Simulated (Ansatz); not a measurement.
`C[NH][SnH2][SiH3]` + `COB(N)O` → `COB(N)O[SiH3]` + `C[NH][SnH3]`  (cleavage of the Si–Sn bond)

Program: Ansatz. Geometries: PBE0-D4/def2-TZVP. ΔE: electronic, gas phase. CCSD(T)/CBS adds triple-zeta CCSD(T) − MP2 to the extrapolated MP2 energy (def2 sets, frozen cores). Functionals use def2-TZVPP. B3LYP here is the variant with VWN-RPA as its local correlation; programs differ in this. def2 core potentials past Kr. For Sn outer-core shells are correlated without core-valence functions, which leaves a few kJ/mol of doubt a bond. Each species was taken in one conformer, which may not be the lowest.

Is it downhill or uphill in electronic energy at CCSD(T)/CBS, and by how much? (Best estimate.)

Ansatz gave: Downhill: ΔE = -0.60 eV.

What do these levels give: B3LYP-D4, r2SCAN, PBE0, CCSD(T)/def2-TZVPP, MP2/CBS(def2), CCSD/CBS(def2)? (An estimate is asked.)

Ansatz gave: B3LYP-D4 -0.64, r2SCAN -0.58, PBE0 -0.48, CCSD(T)/def2-TZVPP -0.64, MP2/CBS(def2) -0.62, CCSD/CBS(def2) -0.64 eV.

Largest T1 diagnostic among the species: 0.013.

From PBE to PBE0 (25 % exact exchange), in def2-TZVPP and without D4, ΔE moves by −0.08 eV. In def2-TZVPP, CCSD(T) changes the Hartree–Fock value by +0.26 eV (the triples alone add +0.03 eV) and MP2 by +0.25 eV.
